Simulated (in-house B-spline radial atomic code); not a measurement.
# KLI/ALDAx excitations of neutral helium

Method: KLI/ALDAx. Computed with a B-spline radial code for spherical atoms: linear response of the closed shell 1s2 with the adiabatic LDA exchange kernel on the exchange-only KLI potential; non-relativistic, point nucleus, no spin-orbit coupling, no double excitations, S, P, D and F terms only.

Command:
```bash
python run_td.py task.json out
```
Settings (radii: box in bohr, nucleus in fm):
```
Z                        2
electrons                2
configuration            1s2
hamiltonian              nr
method                   kli
box_radius               75
intervals                66
```

Run time, properties included: 0.1 s on 1 thread of Intel(R) Xeon(R) Platinum 8259CL CPU @ 2.50GHz (Skylake/Cascade Lake) (shared host).

The lowest states, in the order of their Tamm-Dancoff energies; the method's threshold (minus the highest occupied level) is 24.979 eV. Labels give the largest channel, * marks a mixed state, and oscillator strengths are full-response dipole values. Measured ¹D terms are left out, since they can mix with doubly excited terms. Semilocal kernels can invert the small singlet-triplet splittings of Rydberg terms. Energies in eV:

| state | full response | Tamm-Dancoff | oscillator strength | measured (J-weighted term) |
| --- | --- | --- | --- | --- |
| 1s → 2s 3S | ? | ? | - | ? |
| 1s → 2p 3P | 21.030 | 21.050 | - | 20.964 |
| 1s → 2s 1S | 21.121 | 21.164 | - | - |
| 1s → 2p 1P | 21.526 | 21.535 | 0.276 | 21.218 |
| 1s → 3s 3S | 23.093 | 23.100 | - | 22.718 |
| 1s → 3p 3P | 23.332 | 23.336 | - | 23.007 |
| 1s → 3s 1S | 23.345 | 23.357 | - | 22.920 |
| 1s → 3d 3D | 23.446 | 23.446 | - | 23.074 |
| 1s → 3d 1D | ? | ? | - | - |
| 1s → 3p 1P | 23.466 | 23.469 | 0.0702 | 23.087 |
| 1s → 4s 3S | 23.980 | 23.982 | - | - |
| 1s → 4p 3P | 24.074 | 24.076 | - | - |
| 1s → 4s 1S | 24.079 | 24.083 | - | - |
| 1s → 4d 3D | 24.118 | 24.118 | - | - |
| 1s → 4d 1D | 24.120 | 24.120 | - | - |
| 1s → 4f 3F | 24.128 | 24.128 | - | - |

Problem. Where does 1s → 2s 3S lie?

Solution. At 20.081 eV in full response, 20.114 eV in Tamm-Dancoff; measured 19.820 eV.

Problem. Where does 1s → 3d 1D lie?

Solution. At 23.449 eV in full response, 23.449 eV in Tamm-Dancoff.

Problem. How large is the singlet-triplet splitting of 1s → 2s (S terms) in Tamm-Dancoff?

Solution. 1.05 eV, from the unrounded values.

Problem. What polarisabilities and dispersion coefficient does the method give?

Solution. Dipole 1.339 bohr³, quadrupole 2.422 bohr⁵, C6 1.394 hartree·bohr⁶ for two such species. Recommended dipole value: 1.38375 ± 2e-05 bohr³ (Schwerdtfeger and Nagle, table of static dipole polarizabilities (2023 update)), which includes relativity and correlation.
